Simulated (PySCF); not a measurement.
## Hg³⁺: fine-structure interval

Hg³⁺ [Xe] 4f14 5d9 [5d3/2^4 5d5/2^5, M_J = 5/2] → Hg³⁺ [Xe] 4f14 5d9 [5d3/2^3 5d5/2^6, M_J = 3/2], as a difference of total energies. Computed with PySCF 2.14 in x2c-QZVPPall-2c (16s16p12d7f2g, 191 functions), with the two-component X2C-1e Hamiltonian. Correlated levels: [Kr] 4d10 4f14 frozen; the 58 highest virtual spinors dropped. "Screened" scales the spin-orbit matrix elements by Boettger's factors to mimic the two-electron term; Breit and QED terms are absent.

| method | fine-structure interval (cm⁻¹) |
| --- | --- |
| GHF (screened spin-orbit) | 15961 |
| GMP2 (screened spin-orbit) | 16833 |
| GHF (bare spin-orbit) | 18385 |
